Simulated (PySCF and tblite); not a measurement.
# Planar inversion: stationary points, barriers and rates

System: phenylmethanimine, C₇H₇N, numbered as in [H]/[N:1]=[CH:2]\[c:3]1[cH:4][cH:5][cH:6][cH:7][cH:8]1.

Motion: planar inversion at N1 (torsion C3–C2–N1–H from 0° to 180°). The path came from a restrained scan, a climbing-image band and a saddle search at GFN2-xTB; energies are PBE0/pcSseg-1 + D3(BJ)//GFN2-xTB, thermal terms GFN2-xTB. Rate constants are transition-state-theory values, counting equivalent paths, without tunnelling. Shieldings: GIAO at the same DFT level; methyl-like tops are averaged, other torsions stay as in the two minima; line shapes leave out couplings. Programs: tblite and PySCF.

```csv
point,symmetry,E(GFN2) kcal/mol,E(DFT) kcal/mol,ZPE change kcal/mol,lowest mode cm⁻¹,dipole D
start,Cs,0.0,0.0,0.00,42,2.92
saddle,Cs,22.1,25.3,-1.95,1130i,0.51
end,Cs,0.2,-1.8,-0.09,91,1.62
```

```
Electronic barrier                                      : 25.3 kcal/mol
Barrier with zero-point energy                          : 23.3 kcal/mol
ΔH‡ (298 K)                                             : 23.4 kcal/mol
ΔS‡ (298 K, symmetry apart)                             : 0.2 cal/(mol K)
Paths                                                   : 1 equivalent path
End point                                               : a different minimum
Mean lifetime of the start against this motion at 298 K : 5.6 h
Cost                                                    : 110 s on 1 thread of Intel Xeon Platinum 8259CL @ 2.50GHz, shared host (rough), peak memory 0.84 GiB, launched as `OMP_NUM_THREADS=1 python ens_run.py task.json out`
```

| T/K | ΔG‡ kcal/mol | k s⁻¹ | ΔG kcal/mol | k back s⁻¹ |
| --- | --- | --- | --- | --- |
| 298 | 23.3 | 5×10⁻⁵ | -1.8 | 2.6×10⁻⁶ |
| 350 | 23.3 | 0.021 | -1.7 | 0.0017 |
| 400 | 23.3 | 1.6 | -1.7 | 0.18 |
| 500 | 23.2 | 757 | -1.7 | 133 |

ΔG and ΔG‡ leave out symmetry numbers and mirror images; rates count paths: 1 out, 1 back.

Sites that the motion interchanges:

```csv
nucleus,site,ppm,scale
¹⁵N,N1 (start),340.9,δ against NH3
¹⁵N,N1 (end),354.1,δ against NH3
¹³C,C3 (start),137.5,δ against TMS
¹³C,C3 (end),142.6,δ against TMS
¹³C,C8 (start),127.9,δ against TMS
¹³C,C8 (end),132.5,δ against TMS
¹H,H on C8 (start),7.95,δ against TMS
¹H,H on C8 (end),9.04,δ against TMS
```

```json
{"nucleus": "¹⁵N", "sites": "N1 (start) / N1 (end)", "¹H MHz": "80", "spread Hz": "107", "coalescence K": "476", "k there s⁻¹": "224"}
{"nucleus": "¹⁵N", "sites": "N1 (start) / N1 (end)", "¹H MHz": "270", "spread Hz": "361", "coalescence K": "500", "k there s⁻¹": "760"}
{"nucleus": "¹⁵N", "sites": "N1 (start) / N1 (end)", "¹H MHz": "360", "spread Hz": "481", "coalescence K": "506", "k there s⁻¹": "1010"}
{"nucleus": "¹³C", "sites": "C3 (start) / C3 (end)", "¹H MHz": "80", "spread Hz": "101", "coalescence K": "476", "k there s⁻¹": "212"}
{"nucleus": "¹³C", "sites": "C3 (start) / C3 (end)", "¹H MHz": "270", "spread Hz": "342", "coalescence K": "499", "k there s⁻¹": "720"}
{"nucleus": "¹³C", "sites": "C3 (start) / C3 (end)", "¹H MHz": "360", "spread Hz": "456", "coalescence K": "505", "k there s⁻¹": "957"}
{"nucleus": "¹³C", "sites": "C8 (start) / C8 (end)", "¹H MHz": "80", "spread Hz": "92", "coalescence K": "474", "k there s⁻¹": "192"}
{"nucleus": "¹³C", "sites": "C8 (start) / C8 (end)", "¹H MHz": "270", "spread Hz": "311", "coalescence K": "497", "k there s⁻¹": "655"}
{"nucleus": "¹³C", "sites": "C8 (start) / C8 (end)", "¹H MHz": "360", "spread Hz": "415", "coalescence K": "503", "k there s⁻¹": "877"}
{"nucleus": "¹H", "sites": "H on C8 (start) / H on C8 (end)", "¹H MHz": "80", "spread Hz": "87", "coalescence K": "473", "k there s⁻¹": "181"}
{"nucleus": "¹H", "sites": "H on C8 (start) / H on C8 (end)", "¹H MHz": "270", "spread Hz": "294", "coalescence K": "496", "k there s⁻¹": "617"}
{"nucleus": "¹H", "sites": "H on C8 (start) / H on C8 (end)", "¹H MHz": "360", "spread Hz": "391", "coalescence K": "502", "k there s⁻¹": "823"}
```

In real samples N–H and O–H hydrogens exchange between molecules, which also interchanges these forms. Coalescence temperatures outside 150 to 500 K extrapolate the thermal terms and ignore freezing or boiling of a solvent.

Unscaled ¹⁵N shifts at such levels can be off by tens of ppm; differences are more reliable.


¹⁵N shifts are against a computed isolated NH3 molecule, about 20 ppm from the liquid.